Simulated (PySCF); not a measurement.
C2H5NO2Si, SMILES O=C/N=C/O[SiH3].

Coordinates come from a r2SCAN-D4/def2-SVP optimisation. The structure was generated by enumeration; whether it is a known compound was not checked. Other conformers were not sampled.

Two levels are set side by side: TDA-PBE/def2-SVPD (PySCF) and TDA-PBE0/def2-SVPD (PySCF). Vertical, same geometry. The lowest singlet is HOMO→LUMO 100 % with PBE and HOMO→LUMO 97 % with the other functional; states are paired by order. Differences are taken from unrounded values.

| quantity | TDA-PBE0 |
|---|---|
| lowest singlet excitation (eV) | 4.18 |
| lowest triplet excitation (TDA) (eV) | 3.70 |
| first bright state (f over 0.05) (eV) | 6.24 |
| its oscillator strength | 0.22 |

Q: What does TDA-PBE give, and how far is it from TDA-PBE0? (The exact figures need the calculation; the answer reports its results.)

A: 
```tsv
quantity	TDA-PBE	TDA-PBE minus TDA-PBE0
lowest singlet excitation (eV)	3.61	-0.58
lowest triplet excitation (TDA) (eV)	3.23	-0.47
first bright state (f over 0.05) (eV)	5.75	-0.49
its oscillator strength	0.18	-0.04
```

A lower first singlet is the usual sign of a functional without exact exchange. Differences between two approximate levels are no errors against the true value.

Rough cost on one machine, each run with all the roots and properties that it gave: TDA-PBE0 against TDA-PBE about 3 times.
